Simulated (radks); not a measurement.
Spherical quantum dot in the effective-mass picture: electrons in a parabolic well V = omega^2 r^2 / 2 with omega = 0.22, all in effective atomic units (hartree* = m*/eps^2 hartree, bohr* = eps/m* bohr), one dielectric constant everywhere. Method: non-relativistic Kohn-Sham, LDA (Slater exchange, Perdew-Wang correlation), spin-polarised, spherical densities; computed with a radial shooting solver with Libxc functionals. Levels are named by radial order and angular momentum (1s, 1p, 1d, 2s, ...), and open shells are averaged over m. Results are scaled to m* = 0.333 and eps = 10.4, for which hartree* = 83.78 meV and bohr* = 1.653 nm.

N = 37, configuration 1s2 1p6 1d10 2s2 1f14 2p(up 3, down 0). This is the lowest configuration that the search found. Occupied and some empty levels:

| level | occupation | eigenvalue (meV) | <r> (nm) |
|---|---|---|---|
| 1s up | 1 | 487.11 | 8.945 |
| 1s down | 1 | 488.13 | 9.484 |
| 1p up | 3 | 490.81 | 10.64 |
| 1p down | 3 | 491.40 | 10.87 |
| 1d up | 5 | 495.42 | 11.72 |
| 1d down | 5 | 495.81 | 11.79 |
| 2s up | 1 | 497.52 | 9.232 |
| 2s down | 1 | 498.92 | 8.908 |
| 1f up | 7 | 500.89 | 12.49 |
| 1f down | 7 | 501.21 | 12.50 |
| 2p up | 3 | 504.39 | 10.07 |
| 2p down | 0 | 505.76 | 10.14 |
| 1g up | 0 | 507.17 | 13.10 |
| 1g down | 0 | 507.47 | 13.10 |
| 2d up | 0 | 512.08 | 10.97 |
| 2d down | 0 | 513.11 | 11.14 |
| 3s up | 0 | 513.97 | 9.989 |
| 3s down | 0 | 514.89 | 9.942 |

Energy (meV): total 11150.6, kinetic 435.26, external 3881.2, Hartree 7431.7, exchange-correlation -597.49.
